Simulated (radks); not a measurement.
The numbers below are computed, except where a source is named.
Task: Ionisation of Zn, [Ar] 3d10 4s2, to Zn+, [Ar] 3d10 4s1, under several functionals. Dirac Kohn-Sham, spin-unpolarised, spherical densities, point nucleus; a radial shooting solver on a logarithmic mesh with Libxc functionals. Known Delta-SCF values: XLYP 9.968 eV; PBEsol 9.901 eV. What does revPBE give, and what is its highest occupied eigenvalue?

Result: 9.777 eV by Delta-SCF; the 4s1/2 eigenvalue is -5.897 eV. NIST: 9.394 eV (measured).

Beside tabulated values, note that spin-unpolarised runs miss the spin-polarisation part of the exchange energy of open shells.
